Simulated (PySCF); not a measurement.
# Reading the logs of faulty runs: Al3FH3

All numbers below are calculated, not measured. The program is PySCF 2.14.0, an open-source quantum chemistry code, run on an isolated molecule that a program drew, which may never have been made. The molecule is Al3FH3 (charge 0, doublet), drawn as the SMILES string `[F][Al][AlH][AlH2]`.

Each row is a Hartree-Fock (HF) and frozen-core CCSD(T) single point in the cc-pV(D+d)Z basis, meant for a local HF minimum. Run 1 is clean. Each other run has one planted mistake out of seven kinds, and not every kind appears here: one electron removed, one electron added, multiplicity raised by two, geometry at a saddle point, minimal basis STO-3G, one bond length entered in bohr, all coordinates scaled. The reference is restricted for singlets and unrestricted otherwise, and also for a bond in bohr. Adding or removing an electron swaps singlet and doublet. Electrons count all cores. HOMO and LUMO are orbital energies over both spins, the gradient is its largest component, and the lowest frequency (negative if imaginary) is given only where the gradient is small. Bond lengths are over the 6 bonds as drawn. T1 is the CCSD diagnostic: over 0.02 (restricted) or 0.045 (unrestricted) a single reference is doubtful.

Geometry of the clean run:
```xyz
7
Al3FH3, angstrom
F     3.4495   -2.6040    1.0511
Al    3.2594   -1.3870   -0.0721
Al    0.9058   -0.8881   -1.2504
Al   -0.9427    0.6638   -0.2235
H     0.8942   -1.3140   -2.7856
H    -2.4053    0.1211    0.0699
H    -0.6320    2.1633    0.1977
```

| run | electrons | basis functions | <S^2> | HOMO (eV) | LUMO (eV) | gradient (hartree/bohr) | lowest frequency (cm^-1) | mean bond (Å) | longest bond (Å) | T1 | HF (hartree) | CCSD(T) (hartree) | mistake |
|---|---|---|---|---|---|---|---|---|---|---|---|---|---|
| 1 | 51 | 98 | 0.823 | -7.21 | 0.05 | 1.0e-05 | 39 | 1.9563 | 2.679 | 0.0263 | -826.97401 | -827.38244 | no fault |
| 2 | 51 | 98 | 0.789 | -7.48 | 0.19 | 2.7e-03 | - | 2.3535 | 5.063 | 0.0209 | -826.95707 | -827.36445 | one bond length entered in bohr |
| 3 | 51 | 98 | 3.780 | -6.33 | -1.64 | 2.4e-02 | - | 1.9563 | 2.679 | 0.0286 | -826.88440 | -827.28303 | multiplicity raised by two |
| 4 | 51 | 35 | 0.804 | -2.13 | 7.09 | 3.8e-02 | - | 1.9563 | 2.679 | 0.0202 | -816.72248 | -816.85880 | minimal basis STO-3G |
| 5 | 51 | 98 | 0.827 | -7.35 | -0.07 | 3.6e-02 | - | 2.1049 | 2.883 | 0.0258 | -826.95115 | -827.36268 | all coordinates scaled |
| 6 | 52 | 98 | 0.000 | -1.01 | 4.30 | 1.9e-02 | - | 1.9563 | 2.679 | 0.0312 | -826.98057 | -827.42947 | ? |

**Which mistake was planted in run 6, and what did it cost?**

It counts 52 electrons, one more than the clean run, at the same geometry and basis. So the mistake is: one electron added. Subtracting run 1 and multiplying by 627.51 kcal/mol a hartree, the energy moved by -4.1 kcal/mol in HF and -29.5 kcal/mol in CCSD(T).

Cautions from the logs. Run 6: T1 is over the limit, so its CCSD(T) energy is less reliable.
